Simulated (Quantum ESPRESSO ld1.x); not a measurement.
Results of a calculation; reference values are marked as such.
Er1.2+, configuration [Xe] 4f12 6s0.8 (fractional occupations, a model configuration). Code: ld1.x of Quantum ESPRESSO 7.5. Model: Dirac Kohn-Sham, revPBE, spin-unpolarised, spherical densities, point nucleus; open shells fill j = l - 1/2 first.

Normalised radial functions P(r) = r R(r) (large component), r in bohr:

r,4d5/2,4f5/2
0.001366,0.0000,0.0000
0.001591,0.0000,0.0000
0.001852,0.0000,0.0000
0.002156,0.0001,0.0000
0.00251,0.0001,0.0000
0.002945,0.0002,0.0000
0.003429,0.0003,0.0000
0.003992,0.0004,0.0000
0.004647,0.0006,0.0000
0.00541,0.0010,0.0000
0.006298,0.0015,0.0000
0.007391,0.0024,0.0000
0.008604,0.0037,0.0000
0.01002,0.0056,0.0001
0.01166,0.0084,0.0001
0.01358,0.0126,0.0002
0.0158,0.0189,0.0003
0.01855,0.0286,0.0005
0.02159,0.0419,0.0008
0.02513,0.0608,0.0014
0.02926,0.0873,0.0023
0.03406,0.1235,0.0039
0.03997,0.1747,0.0066
0.04654,0.2383,0.0109
0.05418,0.3178,0.0177
0.06307,0.4129,0.0283
0.07342,0.5203,0.0445
0.08548,0.6322,0.0686
0.1003,0.7399,0.1058
0.1168,0.8123,0.1558
0.1359,0.8306,0.2235
0.1583,0.7692,0.3114
0.1842,0.6074,0.4200
0.2145,0.3382,0.5471
0.2517,-0.0456,0.6938
0.293,-0.4644,0.8341
0.3411,-0.8749,0.9611
0.3971,-1.2088,1.0596
0.4623,-1.4080,1.1153
0.5425,-1.4422,1.1198
0.6316,-1.3206,1.0742
0.7353,-1.0943,0.9888
0.856,-0.8227,0.8764
0.9965,-0.5604,0.7504
1.16,-0.3443,0.6225
1.361,-0.1827,0.4946
1.585,-0.0881,0.3853
1.845,-0.0370,0.2909
2.148,-0.0133,0.2127
2.501,-0.0040,0.1505
2.911,-0.0010,0.1028
3.416,-0.0002,0.0659
3.977,0.0000,0.0409
4.63,0.0000,0.0238
5.39,0.0000,0.0128
6.274,0.0000,0.0062
7.305,0.0000,0.0027
8.572,0.0000,0.0009
9.979,0.0000,0.0003
11.62,0.0000,0.0001

4d5/2: eigenvalue -169.77 eV, 1 radial node at r = 0.247 bohr, <r> = 0.589 bohr, 90 % of the charge inside 0.886 bohr. 4f5/2: eigenvalue -11.643 eV, 0 radial nodes, <r> = 0.815 bohr, 90 % of the charge inside 1.43 bohr.
